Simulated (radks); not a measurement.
Results of a calculation; reference values are marked as such.
Effect of the nuclear size on the iron ion Fe+, [Ar] 3d6 4s1. Code: a radial shooting solver on a logarithmic mesh with Libxc functionals. Model: Dirac Kohn-Sham, BLYP, spin-unpolarised, spherical densities, finite nucleus; open shells fill j = l - 1/2 first; Fermi nuclear charge, rms radius 3.7377 fm. The rms radius is varied about that value; shifts are against it.

rms radius (fm),total energy shift (eV),density at nucleus (e/bohr^3),1s1/2 shift (meV),2s1/2 shift (meV),2p1/2 shift (meV),3s1/2 shift (meV)
3.2705,-0.0260,1.519e+04,-11.0,-0.996,0.102,-0.143
3.5134,-0.0129,1.514e+04,-5.47,-0.494,0.051,-0.071
3.7377,0,1.51e+04,0.000,0.000,0.000,0.000
3.9246,0.0113,1.507e+04,4.81,0.434,-0.044,0.062
4.5563,0.0535,1.497e+04,22.7,2.05,-0.210,0.294

Slopes of the eigenvalues against <r^2> in GHz/fm^2, as finite differences over the two radii next to the reference (eigenvalue slopes, not the field-shift constants of lines): 1s1/2 812, 2s1/2 73.4, 2p1/2 -7.52, 3s1/2 10.5.
